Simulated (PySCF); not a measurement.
SMILES FC(F)(F)[SiH2][GeH3] (CH₅F₃GeSi) at its GFN2-xTB optimised geometry (Å):

```
11

F      1.7905     1.4629     0.0000
C      0.4446     1.4629     0.0000
F      0.0613     2.7489     0.0000
F      0.0769     0.9572    -1.2082
Si    -0.3076     0.3706     1.4221
Ge    -0.6932    -1.5776     0.1988
H      0.7289     0.3672     2.4518
H     -1.4765     1.1277     1.8677
H      0.5015    -2.0315    -0.5737
H     -1.0868    -2.7489     1.0458
H     -1.7905    -1.4302    -0.8036
```

Level of theory: B3LYP/def2-TZVP run with PySCF.

Map of the electron localisation function on the plane z = 1.0 Å:

```
|                           |
|                           |
|                           |
|             ..            |
|           .-=-:           |
|           :+*+-           |
|           .=+=.           |
|             ..   ::.      |
|      :**-   .:. :+=:      |
|      +@@%+:=##- -*+:      |
|      +%@@#-=%@+ :+=:      |
|      :*%%*  .*=  ::.      |
|       .-+- +..:           |
|        .-+.  ..           |
|        .+%@%#+:           |
|        :+#%@@#-           |
|        .---=*+:           |
|        :-:..--.           |
|       .=*+::::.           |
|       =%@@@#=..           |
|      .#@@@@@+.            |
|      :%@@@@@*.            |
|      .#@@@@@+             |
|       -%@@@%:             |
|        :*#*-              |
|                           |
|                           |
```
Scale: ten equal steps from 0.000 (start of ' ') to 1.000 (end of '@'), in the order ' .:-=+*#%@'; x runs from -5.00 to 5.00, y from -5.00 (bottom) to 5.00 (top).
